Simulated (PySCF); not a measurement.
tert-butylthiol (C4H10S), SMILES CC(S)(C)C. The structure is a stationary point at PBE0-D3(BJ)/def2-SVP. The values are those of a single conformer.

These are PBE0-D3(BJ)/def2-SVP run with PySCF 2.14.0 values and carry that method's errors.

Harmonic wavenumbers (cm⁻¹): 210, 259, 285, 286, 300, 304, 369, 397, 403, 606, 846, 881, 941, 950, 955, 1040, 1049, 1193, 1253, 1265, 1381, 1381, 1404, 1442, 1450, 1455, 1469, 1471, 1485, 2707, 3042, 3046, 3053, 3134, 3138, 3149, 3157, 3162, 3163. Rotational constants (GHz): 4.488, 2.997, 2.971; symmetry number 1.

Problem. Work out the zero-point energy and the ideal-gas rigid-rotor harmonic-oscillator thermochemistry at 298.15 K and 1 atm.

Solution. ZPE = ½ Σ hcν = ½ × 57482 cm⁻¹ = 343.82 kJ/mol. H − E(el) = 364.94 kJ/mol. Entropy in J/(mol K): translation 164.89, rotation 110.83, vibration 58.76, total 334.49. G − E(el) = 265.22 kJ/mol. Cp = 118.11 J/(mol K).
